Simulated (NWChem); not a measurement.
# GeF4; SMILES [F][Ge]([F])([F])[F]

Program: NWChem. Geometry: optimised at PBE-D3(BJ)/def2-SVP.

### Question
Taking CAM-B3LYP/def2-TZVPP as the yardstick, which of these has the fewest basis functions while keeping “highest occupied level (eV)” within 0.2 eV of it: CAM-B3LYP/3-21G; CAM-B3LYP/pcseg-1; CAM-B3LYP/pcseg-2; CAM-B3LYP/aug-pcseg-1?

### Answer
CAM-B3LYP/pcseg-1.
| level | basis functions | highest occupied level (eV) | relative time (rough) |
|---|---|---|---|
| CAM-B3LYP/3-21G | 58 | -12.89 | 1 |
| CAM-B3LYP/pcseg-1 | 83 | -14.33 | 8 |
| CAM-B3LYP/aug-pcseg-1 | 128 | -14.42 | 40 |
| CAM-B3LYP/pcseg-2 | 163 | -14.37 | 80 |
| CAM-B3LYP/def2-TZVPP | 172 | -14.27 | 80 |

The yardstick is one finite set, not the basis-set limit.
